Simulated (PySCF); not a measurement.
# Ionisation energy of Lu³⁺ by level of theory

Lu³⁺ [Xe] 4f14 → Lu⁴⁺ [Xe] 4f13 [4f5/2^6 4f7/2^7, M_J = 7/2], as a difference of total energies. All numbers are calculated (PySCF 2.14, the two-component X2C-1e Hamiltonian, in x2c-TZVPall-2c (11s11p10d2f1g, 117 functions)). Correlated levels: [Ar] 3d10 frozen; the 18 highest virtual spinors dropped. "Screened" scales the spin-orbit matrix elements by Boettger's factors to mimic the two-electron term; Breit and QED terms are absent.

| method | ionisation energy (eV) | difference from reference (eV) |
| --- | --- | --- |
| GHF (spin-free) | 42.616 | -2.633 |
| GMP2 (spin-free) | 45.140 | -0.109 |
| GHF (screened spin-orbit) | 41.831 | -3.418 |
| GMP2 (screened spin-orbit) | 44.371 | -0.878 |

Reference: 45.249 ± 0.025 eV (semi-empirical (NIST evaluation); NIST Atomic Spectra Database, ionization energies).

The spin-free rows lack the spin-orbit shift.

Errors of the correlated levels include the incompleteness of this basis and the frozen core.
